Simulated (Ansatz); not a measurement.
The same path of C₂H₉GeNOSi (15 atoms, charge 0, multiplicity 1) was run twice with different band settings. The coordinate that changes most is the dihedral O5–Si3–C4–H10.

Computed with RHF/def2-SVP (Ansatz).

Relaxed end points:

```xyz
15
Properties=species:S:1:pos:R:3
C -1.632 0.767 1.894
N -0.662 0.260 1.299
Si -0.624 -0.315 -0.357
C -0.289 -2.154 -0.336
O 0.565 0.492 -1.135
Ge 2.040 1.435 -0.950
H -2.621 0.922 1.441
H -1.551 1.098 2.933
H -1.916 -0.024 -1.029
H -0.192 -2.541 -1.353
H 0.636 -2.370 0.202
H -1.100 -2.695 0.156
H 1.735 2.683 -0.116
H 3.100 0.569 -0.261
H 2.489 1.822 -2.360
```

```xyz
15
Properties=species:S:1:pos:R:3
C -1.658 0.755 1.838
N -0.676 0.247 1.263
Si -0.599 -0.322 -0.394
C -0.311 -2.169 -0.374
O 0.638 0.459 -1.122
Ge 2.065 1.455 -0.850
H -2.636 0.915 1.365
H -1.596 1.083 2.880
H -1.860 0.004 -1.107
H -1.160 -2.693 0.073
H -0.171 -2.551 -1.387
H 0.581 -2.411 0.209
H 1.638 2.765 -0.181
H 3.047 0.688 0.041
H 2.676 1.724 -2.225
```

Common settings: movable images 7; climbing image yes; spring 5.0 eV/Å²; optimiser quadratic models (default); start path through a guess of the saddle point; end points relaxed.

| run | force threshold | iteration limit |
| --- | --- | --- |
| 1 | 0.03 eV/Å | 47 |
| 2 | 0.5 eV/Å | 41 |

**Question.** What does each run give, and how far can it be trusted?

**Answer.** Run 1: converged after 45 iterations, highest image 0.067 eV above the first end. The profile has 2 maxima (images 2, 6) with wells between them (image 4): this band takes more than one step, which may be the mechanism or a detour left from its start path. A vibrational analysis at the climbing image gives one clearly imaginary mode, 147i cm⁻¹, and a faint second one (15i cm⁻¹) that may be numerical noise or a soft torsion: probably a first-order saddle point.
Run 2: converged after 16 iterations, highest image 0.072 eV above the first end. The threshold of 0.5 eV/Å is loose, so the images may lie well off the minimum-energy path. The profile has 2 maxima (images 2, 6) with wells between them (image 5): this band takes more than one step, which may be the mechanism or a detour left from its start path. The order of the stationary point at the top wasn't checked.
